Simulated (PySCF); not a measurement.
LiBr⁻: frontier orbitals

CAM-B3LYP at R = 2.334 Å; PySCF, spin-free X2C with a Gaussian nucleus, basis sets Li aug-cc-pVDZ-DK, Br aug-cc-pVDZ-DK. State: ²Σ⁺ (doublet), unpaired electrons σ ↑. Only the outer orbitals are listed, counted within each symmetry.

```json
{"spin": "α", "orbital": "7σ", "occ.": "1", "ε (eV)": "-52.41", "on Li (%)": "100", "main shells (%)": "100 Li s"}
{"spin": "α", "orbital": "8σ", "occ.": "1", "ε (eV)": "-17.73", "on Li (%)": "4", "main shells (%)": "96 Br s"}
{"spin": "α", "orbital": "9σ", "occ.": "1", "ε (eV)": "-5.00", "on Li (%)": "15", "main shells (%)": "85 Br p, 8 Li s"}
{"spin": "α", "orbital": "4π", "occ.": "1", "ε (eV)": "-4.37", "on Li (%)": "2", "main shells (%)": "98 Br p"}
{"spin": "α", "orbital": "4π", "occ.": "1", "ε (eV)": "-4.37", "on Li (%)": "2", "main shells (%)": "98 Br p"}
{"spin": "α", "orbital": "10σ", "occ.": "1", "ε (eV)": "-0.18", "on Li (%)": "98", "main shells (%)": "68 Li s, 30 Li p"}
{"spin": "α", "orbital": "5π", "occ.": "0", "ε (eV)": "2.00", "on Li (%)": "100", "main shells (%)": "100 Li p"}
{"spin": "α", "orbital": "5π", "occ.": "0", "ε (eV)": "2.00", "on Li (%)": "100", "main shells (%)": "100 Li p"}
{"spin": "α", "orbital": "11σ", "occ.": "0", "ε (eV)": "2.08", "on Li (%)": "96", "main shells (%)": "99 Li p"}
{"spin": "β", "orbital": "7σ", "occ.": "1", "ε (eV)": "-52.32", "on Li (%)": "100", "main shells (%)": "100 Li s"}
{"spin": "β", "orbital": "8σ", "occ.": "1", "ε (eV)": "-17.71", "on Li (%)": "4", "main shells (%)": "96 Br s"}
{"spin": "β", "orbital": "9σ", "occ.": "1", "ε (eV)": "-4.97", "on Li (%)": "15", "main shells (%)": "85 Br p, 8 Li s"}
{"spin": "β", "orbital": "4π", "occ.": "1", "ε (eV)": "-4.37", "on Li (%)": "2", "main shells (%)": "98 Br p"}
{"spin": "β", "orbital": "4π", "occ.": "1", "ε (eV)": "-4.37", "on Li (%)": "2", "main shells (%)": "98 Br p"}
{"spin": "β", "orbital": "5π", "occ.": "0", "ε (eV)": "1.95", "on Li (%)": "100", "main shells (%)": "100 Li p"}
{"spin": "β", "orbital": "5π", "occ.": "0", "ε (eV)": "1.95", "on Li (%)": "100", "main shells (%)": "100 Li p"}
{"spin": "β", "orbital": "10σ", "occ.": "0", "ε (eV)": "1.96", "on Li (%)": "103", "main shells (%)": "89 Li p, 14 Li s"}
```

Q: Which are the highest filled and the lowest empty level, where do they sit, and how wide is the gap?

A: Highest filled α 10σ at -0.18 eV (in %: 68 Li s, 30 Li p); lowest empty β 5π at 1.95 eV (in %: 100 Li p); the gap at CAM-B3LYP is 2.13 eV. An empty level above zero is unbound, and its energy depends on the basis.

- bond order (Mayer): 0.78
- ⟨S²⟩: 0.750
- charge on Li (Mulliken, basis-dependent): -0.45
- charge on Li (Löwdin, basis-dependent): -0.55
- dipole moment (positive dipole points towards Br; it is taken about the centre of mass and depends on that origin): 8.59 D

Shares are Mulliken populations and can fall outside 0 to 100 %.

Spin–orbit coupling is left out. The state was picked by a PBE0 search and need not be the measured ground state.
